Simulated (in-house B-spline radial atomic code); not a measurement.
**How G0W0 and RPA depend on the start: Se6+**

Configuration [Ar] 3d10. Computed with a B-spline radial code for spherical atoms: all electrons, non-relativistic, point nucleus, each spin shell either full or empty, empty states to l = 9 with an (l + 1/2)⁻⁴ tail; G0W0 by contour deformation at full frequency.

```json
{"start": "Hartree-Fock", "mean-field 3d (eV)": "-158.43", "G0W0 (eV)": "-156.97", "QP weight": "0.976", "RPA correlation (Eh)": "-1.96"}
{"start": "LDA VWN5", "mean-field 3d (eV)": "-141.04", "G0W0 (eV)": "-156.93", "QP weight": "0.959", "RPA correlation (Eh)": "-2.1213"}
{"start": "PBE", "mean-field 3d (eV)": "-140.70", "G0W0 (eV)": "-156.75", "QP weight": "0.959", "RPA correlation (Eh)": "-2.1178"}
{"start": "PBE0", "mean-field 3d (eV)": "-145.50", "G0W0 (eV)": "-156.82", "QP weight": "0.965", "RPA correlation (Eh)": "-2.0744"}
{"start": "r2SCAN", "mean-field 3d (eV)": "-141.67", "G0W0 (eV)": "?", "QP weight": "?", "RPA correlation (Eh)": "?"}
{"start": "HSE06", "mean-field 3d (eV)": "-145.01", "G0W0 (eV)": "-156.86", "QP weight": "0.964", "RPA correlation (Eh)": "-2.0767"}
{"start": "B3LYP (VWN-RPA)", "mean-field 3d (eV)": "-144.65", "G0W0 (eV)": "-156.88", "QP weight": "0.963", "RPA correlation (Eh)": "-2.0848"}
{"start": "SCAN", "mean-field 3d (eV)": "-141.63", "G0W0 (eV)": "-156.42", "QP weight": "0.962", "RPA correlation (Eh)": "-2.0852"}
{"start": "TPSS", "mean-field 3d (eV)": "-140.65", "G0W0 (eV)": "-156.82", "QP weight": "0.959", "RPA correlation (Eh)": "-2.1083"}
{"start": "BHandHLYP", "mean-field 3d (eV)": "-150.18", "G0W0 (eV)": "?", "QP weight": "?", "RPA correlation (Eh)": "?"}
{"start": "CAM-B3LYP", "mean-field 3d (eV)": "-146.65", "G0W0 (eV)": "-157.04", "QP weight": "0.966", "RPA correlation (Eh)": "-2.0729"}
{"start": "LC-wPBE", "mean-field 3d (eV)": "-146.53", "G0W0 (eV)": "-157.24", "QP weight": "0.966", "RPA correlation (Eh)": "-2.0801"}
{"start": "wB97X", "mean-field 3d (eV)": "-147.12", "G0W0 (eV)": "-156.78", "QP weight": "0.968", "RPA correlation (Eh)": "-2.0658"}
{"start": "PBEsol", "mean-field 3d (eV)": "-140.66", "G0W0 (eV)": "-156.80", "QP weight": "0.959", "RPA correlation (Eh)": "-2.1186"}
{"start": "BLYP", "mean-field 3d (eV)": "-140.60", "G0W0 (eV)": "-156.82", "QP weight": "0.958", "RPA correlation (Eh)": "-2.1198"}
{"start": "r2SCAN0", "mean-field 3d (eV)": "-146.21", "G0W0 (eV)": "-156.64", "QP weight": "0.967", "RPA correlation (Eh)": "-2.0538"}
{"start": "LDA exchange-only", "mean-field 3d (eV)": "-138.86", "G0W0 (eV)": "-157.17", "QP weight": "0.957", "RPA correlation (Eh)": "-2.1222"}
```

What G0W0 level, weight and RPA correlation energy follow from the r2SCAN start?

G0W0 level -156.52 eV, weight 0.962, RPA correlation -2.0871 hartree.

What G0W0 level, weight and RPA correlation energy follow from the BHandHLYP start?

G0W0 level -156.95 eV, weight 0.969, RPA correlation -2.0354 hartree.

How much of the dependence on the start does G0W0 remove?

The mean-field levels span 19.6 eV and the G0W0 levels 0.829 eV. Against 155.327 ± 0.012 eV (NIST, measured) the G0W0 removal energies are off by +1.09 to +1.92 eV, with relativity, Breit and QED terms left out.
